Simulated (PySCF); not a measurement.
H6InN3. Atoms are numbered in the order given.

```xyz
10

In     0.0132    -0.0040     0.0000
N      0.0829     2.0503     0.0000
H     -0.3257     2.4935     0.8222
H     -0.3257     2.4935    -0.8222
N     -0.1184    -1.0102     1.7874
H      0.3117    -0.5330     2.5790
H      0.2303    -1.9679     1.7781
N     -0.1184    -1.0102    -1.7874
H      0.2303    -1.9679    -1.7781
H      0.3117    -0.5330    -2.5790
```

The structure is a stationary point at B3LYP-D3(BJ)/def2-SVP. The def2 effective core potentials stand for the cores of In; spin–orbit coupling is left out. One conformer was computed; it need not be the lowest.

Level of theory: r2SCAN/def2-TZVP run with PySCF.

ESP charges are fitted to the potential on shells at 1.4 to 2.0 van der Waals radii. Atomic charges (e):

| atom | Mulliken | ESP fit |
|---|---|---|
| In1 | 0.88 | 0.93 |
| N2 | -0.75 | -1.05 |
| H3 | 0.23 | 0.36 |
| H4 | 0.23 | 0.36 |
| N5 | -0.74 | -0.91 |
| H6 | 0.23 | 0.31 |
| H7 | 0.23 | 0.30 |
| N8 | -0.74 | -0.91 |
| H9 | 0.23 | 0.30 |
| H10 | 0.23 | 0.31 |
